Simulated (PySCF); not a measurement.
Computed with PBE-D3(BJ)/def2-TZVP // PBE0-D3(BJ)/def2-TZVP run with PySCF 2.14.0. All species are isolated molecules in the gas phase. 

Reference species (SMILES): `C=[Si]1[SiH2][SiH2]1` (neutral, multiplicity 1).

| Item | Value |
|---|---|
| HOMO–LUMO gap | 2.69 eV |
| HOMO | -5.82 eV |
| dipole moment | 0.38 D |

Changed species: `[SiH2]=C=[SiH][SiH3]`.

Q: What does the change do to the HOMO–LUMO gap, HOMO and dipole moment?

A: the HOMO–LUMO gap goes up by 0.34 eV, to 3.03 eV; the HOMO goes up by 0.19 eV, to -5.63 eV; the dipole moment stays essentially unchanged.
